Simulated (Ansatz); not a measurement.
Geometry optimisation, DFT PBE, scalar-relativistic, plane waves, PAW (Ansatz 0.2.0).

Input:

```yaml
crystal:
  lattice:
    - [7.398, 0.0, 0.0]
    - [-3.699, 6.406856, 0.0]
    - [0.0, 0.0, 13.0]
  atoms:
    - { symbol: C, position: [0.0, 0.0, 0.0769231] }
    - { symbol: C, position: [0.2222222, 0.1111111, 0.0769231] }
    - { symbol: C, position: [0.0, 0.3333333, 0.0769231] }
    - { symbol: C, position: [0.2222222, 0.4444444, 0.0769231] }
    - { symbol: C, position: [0.0, 0.6666667, 0.0769231] }
    - { symbol: C, position: [0.2222222, 0.7777778, 0.0769231] }
    - { symbol: C, position: [0.3333333, 0.0, 0.0769231] }
    - { symbol: C, position: [0.5555556, 0.1111111, 0.0769231] }
    - { symbol: C, position: [0.3333333, 0.3333333, 0.0769231] }
    - { symbol: C, position: [0.5555556, 0.4444444, 0.0769231] }
    - { symbol: C, position: [0.3333333, 0.6666667, 0.0769231] }
    - { symbol: C, position: [0.5555556, 0.7777778, 0.0769231] }
    - { symbol: C, position: [0.6666667, 0.0, 0.0769231] }
    - { symbol: C, position: [0.8888889, 0.1111111, 0.0769231] }
    - { symbol: C, position: [0.6666667, 0.3333333, 0.0769231] }
    - { symbol: C, position: [0.8888889, 0.4444444, 0.0769231] }
    - { symbol: C, position: [0.6666667, 0.6666667, 0.0769231] }
    - { symbol: C, position: [0.8888889, 0.7777778, 0.0769231] }
    - { symbol: Na, position: [-0.0080401, 0.3165076, 0.2676923], spin: 1.0 }
magnetization:
  spin_polarized: true
basis:
  ecutwfc: 420.0
kpoints:
  mp_grid: { grid: [2, 2, 1] }
hamiltonian:
  xc: pbe
scf:
  occupations: { method: fermi_dirac, width: 0.05 }
  lower_state_search: "off"
relax:
  f_tol: 0.03
  max_steps: 60
  adjacent_minimum: "off"
```

Launched with:

```bash
$ ansatz run input.yaml --threads 2 --pin off --max-ram 5120MiB --backend cpu --events-out ev --progress --plain --runs-dir out
```

Problem. Where does it end, and by what steps?

Solution. It converged. The force dipped under the threshold on the way, but the program's further checks kept it going. Limits of this set-up: coarse k mesh, slab without dipole correction. After 13 steps the energy has fallen by 0.202 eV; Na19 moved furthest, 1.32 Å. Joined: C1–Na19, C2–Na19, C9–Na19.

```csv
step,energy less start (eV),largest force component (eV/Å),accepted
0,0.0000,0.290,yes
1,-0.0348,0.115,yes
2,-0.0412,0.049,yes
3,-0.0419,0.025,yes
4,-0.0441,0.125,yes
5,-0.0485,0.186,yes
6,-0.0529,0.138,yes
7,-0.0623,0.088,yes
8,-0.0832,0.135,yes
9,-0.1163,0.163,yes
10,-0.1550,0.153,yes
11,-0.1869,0.116,yes
12,-0.2025,0.024,yes
13,-0.2025,0.024,yes
```

```xyz
19
Lattice="7.3980 0.0000 0.0000 -3.6990 6.4069 0.0000 0.0000 0.0000 13.0000" Properties=species:S:1:pos:R:3
C -0.063 0.027 1.006
C 1.174 0.741 1.009
C -1.301 2.171 1.005
C -0.063 2.885 1.009
C -2.530 4.303 1.024
C -1.297 5.015 1.024
C 2.406 0.030 1.024
C 3.635 0.744 1.024
C 1.174 2.171 1.010
C 2.406 2.882 1.024
C -0.064 4.308 1.024
C 1.169 5.015 1.024
C 4.865 0.030 1.022
C 6.097 0.742 1.004
C 3.635 2.167 1.023
C 4.864 2.882 1.022
C 2.402 4.304 1.023
C 3.635 5.011 1.023
Na -0.086 1.448 3.156
```

Run time: 2.1 min on 2 threads of Arm Neoverse V2, with other jobs on the host, peak memory 0.99 GiB.
